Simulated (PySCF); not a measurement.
Working out the ionisation energy of I²⁺

I²⁺ [Kr] 4d10 5s2 5p3 (4S) → I³⁺ [Kr] 4d10 5s2 5p2 (3P). Calculation: PySCF 2.14, in aug-cc-pwCVDZ-PP with ECP28MDF; scalar relativity through the core potential. Frozen: nothing. Energies in hartree (1 hartree = 27.21139 eV):

| part | I²⁺ (lower) | I³⁺ (upper) |
| --- | --- | --- |
| UHF | -293.654882 | -292.559271 |
| MP2 opposite-spin | -0.313027 | -0.305616 |
| MP2 same-spin | -0.181883 | -0.170403 |

What does Hartree-Fock give?

(-292.559271) − (-293.654882) = 1.095611 hartree = 29.813 eV.

What do MP2 and SCS-MP2 (6/5 opposite-spin, 1/3 same-spin) give?

The opposite-spin parts differ by 0.202 eV and the same-spin parts by 0.312 eV. MP2: 29.813 + (0.202) + (0.312) = 30.327 eV. SCS-MP2: 29.813 + 1.2 × (0.202) + (0.312)/3 = 30.159 eV.

Reference: 29.57 ± 0.025 eV (measured; NIST Atomic Spectra Database, ionization energies), between the lowest levels; spin-orbit coupling is absent from the calculation.

A double-zeta basis recovers only part of the correlation energy.

What remains against the reference includes basis incompleteness and correlation beyond second order.
